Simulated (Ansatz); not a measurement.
Isolated molecules relaxed with PBE0-D4/def2-TZVP in Ansatz; ΔE leaves out vibrations. CBS: MP2 limit from def2 TZ/QZ plus the TZ coupled-cluster correction, frozen cores. This one scheme is used for every species. Functionals use def2-TZVPP. B3LYP here is the variant with VWN-RPA as its local correlation; programs differ in this. HSE06 is defined as in plane-wave codes. Each species was taken in one conformer, which may not be the lowest.

`NB(Cl)O[SiH3]` + H₂S → `NB(S)O[SiH3]` + HCl  (ligand exchange at a B–Cl bond)

(1) Is it downhill or uphill in electronic energy at CCSD(T)/CBS, and by how much? (Estimate.)

(2) What do these levels give: revPBE-D4, r2SCAN-D4, ωB97X-V, PBE-QIDH, r2SCAN, B3LYP, r2SCAN0, HSE06, MP2/def2-SVP, MP2/def2-TZVPP, HF/CBS(def2), MP2/CBS(def2)? (An estimate is asked.)

Largest T1 diagnostic among the species: 0.012.

Results:

(1) Computed: Uphill: ΔE = +0.27 eV.

(2) The calculation gave: revPBE-D4 0.24, r2SCAN-D4 0.28, ωB97X-V 0.30, PBE-QIDH 0.28, r2SCAN 0.29, B3LYP 0.32, r2SCAN0 0.30, HSE06 0.29, MP2/def2-SVP 0.33, MP2/def2-TZVPP 0.27, HF/CBS(def2) 0.39, MP2/CBS(def2) 0.27 eV.

The D4 term adds −0.04 eV with B3LYP and −0.02 eV with PBE0; it sums over pairs of atoms, weighted by their polarisabilities, and B3LYP, whose exchange is more repulsive, gets the larger term. Leaving LDA and LC-ωPBE aside and taking each functional with its dispersion term where it has one, the values, not all of them listed here, spread over 0.07 eV, from revPBE-D4 to B2PLYP. At CCSD(T), def2-SVP lies +0.06 eV from the extrapolated value and def2-TZVPP +0.00 eV.
